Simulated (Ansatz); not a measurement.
The cluster Si2Au4⁻. Charge -1, multiplicity 2. Geometry r2SCAN-D4/def2-SVPD; atoms count from 1.

Cartesian coordinates in Å:
```
Au 1.058 2.961 1.160
Au -0.894 -2.349 0.178
Au -1.851 -4.750 0.538
Au 0.041 0.056 -0.273
Si 1.912 1.628 -0.739
Si -0.267 2.454 -0.864
```

In the def2 sets Au takes a core potential; there is no spin–orbit coupling. Another isomer (doublet) lies 0.58 eV lower at PBE0-D4/def2-TZVPD; other spin states weren't run for this one.

Problem. Estimate the Mulliken populations from the PBE0/def2-TZVPD orbitals of Ansatz.

Solution. 
```tsv
atom	charge (e)	spin (α − β)	d electrons
Au1	-0.05	0.01	9.63
Au2	-0.33	0.26	9.83
Au3	-0.08	0.36	9.90
Au4	-0.03	0.04	9.56
Si5	-0.25	0.16	–
Si6	-0.25	0.17	–
```
Mulliken values depend strongly on the basis. With diffuse functions, as here, like atoms can get unlike values, and bond orders can come out too low or too high.

Problem. Where does the spin sit?

Solution. Summed by element: Au 0.67, Si 0.33, of 1 unpaired in all. Largest on single atoms: Au3 0.36, Au2 0.26, Si6 0.17.

Problem. And the Mayer bond orders between heavy atoms (over 0.3)?

Solution. Au1–Si5 0.75 (2.47 Å); Au1–Si6 0.75 (2.47 Å); Au2–Au3 0.78 (2.61 Å); Au2–Au4 0.73 (2.62 Å); Au4–Si5 0.47 (2.49 Å); Au4–Si6 0.47 (2.49 Å); Si5–Si6 1.08 (2.33 Å).
